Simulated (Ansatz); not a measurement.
C2H3ClGaN (`[CH3][Ga]([Cl])[C]#N`). Total charge 0; spin multiplicity 1. Correlated methods include outer-core shells of Ga, which these sets cover unevenly. Scalar relativity is left out up to krypton.

Cartesian coordinates in Å:
```
C -1.1512 0.2737 0.6674
Ga 0.6473 0.2257 -0.0544
Cl 2.1778 1.5913 0.5257
C 1.2554 -1.0613 -1.3759
N 1.5716 -1.8450 -2.1602
H -1.2610 1.0910 1.3784
H -1.3706 -0.6734 1.1646
H -1.8693 0.3980 -0.1457
```

Task: Give the diagnostics of a CCSD(T)/def2-TZVPP run (frozen core, Ansatz 0.2.0). (An estimate is asked.)

Result: Computed: T1 = 0.0125, largest single amplitude 0.014, largest double 0.029, (T) share of the correlation energy 4.5 %, 9 CCSD cycles. The RHF solution is stable towards an unrestricted one. T1 lies under the customary mark of 0.02 for closed shells.
